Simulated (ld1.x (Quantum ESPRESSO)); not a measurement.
An all-electron radial function and its pseudo partner (aluminium (Al))

Columns: radius, all-electron u(r) and pseudo u(r) of the 3s shell (level -7.75 eV) of aluminium in the configuration [Ne] 3s2 3p1; PBE, scalar-relativistic, TM scheme, ld1.x (Quantum ESPRESSO) 7.5.

```
r (bohr)  all-electron  pseudo
   0.113        0.0975  0.0259
   0.225       -0.1275  0.0522
   0.338       -0.2690  0.0804
   0.450       -0.2923  0.1105
   0.563       -0.2343  0.1440
   0.675       -0.1329  0.1809
   0.788       -0.0126  0.2226
   0.900        0.1084  0.2686
   1.013        0.2230  0.3196
   1.125        0.3244  0.3736
   1.238        0.4123  0.4301
   1.350        0.4850  0.4857
   1.463        0.5443  0.5383
   1.575        0.5907  0.5841
   1.688        0.6262  0.6215
   1.800        0.6510  0.6486
   1.913        0.6666  0.6659
   2.025        0.6740  0.6738
   2.138        0.6744  0.6744
   2.250        0.6688  0.6688
   2.363        0.6581  0.6581
   2.475        0.6435  0.6435
   2.588        0.6255  0.6255
   2.700        0.6051  0.6051
   2.813        0.5827  0.5827
   2.925        0.5591  0.5591
```

How many radial nodes do the two functions have?

The all-electron 3s function has n − l − 1 = 2; the pseudo-wave has 0, since the states of the same l below it are removed with the core.

At about which radius was the pseudo-wave matched?

2.25 bohr. The columns agree to 0.0005 from 2.02 bohr on; several derivatives are matched, so the curves merge somewhat inside the radius.

Where does each function peak?

Outermost all-electron maximum near 2.14 bohr, pseudo maximum near 2.14 bohr (to the table’s step).

Is the pseudo-wave norm-conserving?

Yes: the TM scheme keeps the norm inside the radius equal to the all-electron one, which fixes the energy derivative of the logarithmic derivative at the level.
